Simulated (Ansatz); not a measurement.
Calibrating B3LYP-D4/def2-TZVPP on N-containing molecules

The vertical ionisation energy (cation less neutral) in eV of 7 N-containing molecules: x at B3LYP-D4/def2-TZVPP, y at CCSD(T)/def2-TZVPP. Shapes, held fixed at every level: PBE0-D4/def2-TZVP. Flexible molecules stand in one conformer, not always the lowest. Programs: Ansatz 0.2.0.

```
                                        molecule  x (eV)  y (eV)
                     C6H13N (2-methylpiperidine)    8.28    8.36
                       C5H8N2 (2-ethylimidazole)    8.47    8.50
                           C2H7N (dimethylamine)    8.88    8.92
                            C5H11NO (pivalamide)    9.35    9.44
C3H6F3N (n-methyl-n-(2,2,2-trifluoroethyl)amine)    9.48    9.53
                           C5H11NO (pentanamide)    9.52       ?
                   C4H5NO2 (methyl cyanoacetate)   10.81   11.08
```

Q: Fit y = c + s·x to the known rows and predict y for C5H11NO (pentanamide).

A: 
1. Means of the 6 rows: x = 9.2117, y = 9.305.
2. Σ(Δx)² = 4.1739, Σ(Δx·Δy) = 4.5213, so the slope is 4.5213/4.1739 = 1.0832.
3. Intercept: 9.305 − (1.0832) × 9.2117 = -0.673. The largest residual of the fit is 0.066.
4. C5H11NO (pentanamide): -0.673 + 1.0832 × 9.52 = 9.64 eV.

CCSD(T)/def2-TZVPP gives 9.63 eV, so the prediction is off by +0.01 eV, within the largest residual. Uncorrected, B3LYP-D4/def2-TZVPP misses C5H11NO (pentanamide) by -0.11 eV, and the other rows by 0.09 on average. The line removes about 90 % of this miss, partly by chance. Left out in turn, the other rows are missed by 0.07 eV on average, hardly better than no correction. Cations run unrestricted.
